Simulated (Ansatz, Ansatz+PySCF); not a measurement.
| atom | x (Å) | y (Å) | z (Å) |
| --- | --- | --- | --- |
| C | 0.0209 | 0.0062 | -0.7137 |
| C | -0.0247 | 0.0289 | 0.6400 |
| C | -0.0029 | 1.1801 | -1.5065 |
| C | 0.0360 | -1.2361 | 1.4942 |
| H | -0.0209 | -0.9732 | -1.1501 |
| H | 0.0053 | 0.9537 | 1.1447 |
| H | 0.0182 | 2.1851 | -0.9498 |
| H | 0.9290 | 1.2483 | -2.2077 |
| H | -0.9126 | 1.2807 | -2.2160 |
| H | 0.0024 | -2.1623 | 0.8772 |
| H | 0.8624 | -1.2060 | 2.1889 |
| H | -0.9014 | -1.2059 | 2.1972 |

Basis set: def2-SVP (spherical functions). Frozen core: 4 orbitals. Charge 0, multiplicity 1.

Computed with Ansatz (development build ahead of 0.2.0); each method stands on the lowest determinant of its kind that the runs found. Restricted open shells among the atoms or ions are ROHF, correlated in semicanonical orbitals with singles. Restricted functionals stand beside restricted open-shell atoms, which can lie above the unrestricted atoms usual in DFT and then raise those values.

The atomization energy at this shape (free ground-state atoms in the same class of orbitals less the molecule, no zero-point energy) of singlet C₄H₈:

```csv
method,atomization energy
ωB97X (restricted),50.21 eV
ωB97X (unrestricted),49.92 eV
r²SCAN (unrestricted),50.08 eV
r²SCAN (restricted),50.39 eV
PBE0 (restricted),50.49 eV
PBE0 (unrestricted),50.32 eV
PBE (restricted),51.03 eV
RHF-MP2,48.12 eV
UHF-MP2,48.01 eV
UHF,38.18 eV
RHF,38.62 eV
```

(1) What does PBE (unrestricted) give?

Results:

(1) 50.90 eV. Caution: the shape is not the minimum. Caution for UHF-MP2: another reference gives a lower total.
